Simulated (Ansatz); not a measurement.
Consider the redistribution: `[Cl][AlH][GeH3]` + `[SiH3]OBS` → `SB[O][AlH][Cl]` + `[SiH3][GeH3]`.

Program: Ansatz. Geometries: PBE0-D4/def2-TZVP. ΔE: electronic, gas phase. CCSD(T)/CBS is the MP2 limit (def2-TZVPP, def2-QZVPP) plus CCSD(T) − MP2 in def2-TZVPP, frozen cores. DFT in def2-TZVPP. HSE06 is defined as in plane-wave codes. For Ge outer-core shells are correlated without core-valence functions, which leaves a few kJ/mol of doubt a bond. Scalar relativity is left out up to krypton. Each species was taken in one conformer, which may not be the lowest.

```
             level  ΔE (kJ/mol)  difference from CCSD(T)/CBS
          HSE06-D4        -52.5                         -1.1
           ωB97M-V        -52.7                         -1.3
               PBE        -53.8                         -2.4
              BLYP        -55.3                         -3.9
              PBE0        -53.4                         -2.0
           r2SCANh        -56.4                         -5.0
             BHLYP        -53.0                         -1.6
           LC-ωPBE        -56.6                         -5.2
SCS-MP2/def2-TZVPP        -52.4                         -1.0
     MP2/CBS(def2)        -52.4                         -1.0
       CCSD(T)/CBS        -51.4                            0
```

Largest T1 diagnostic among the species: 0.013.

Leaving LDA and LC-ωPBE aside and taking each functional with its dispersion term where it has one, the values, not all of them listed here, spread over 6.3 kJ/mol, from B97M-V to BHLYP-D4. At CCSD(T), def2-SVP lies −13.1 kJ/mol from the extrapolated value and def2-TZVPP −1.7 kJ/mol.
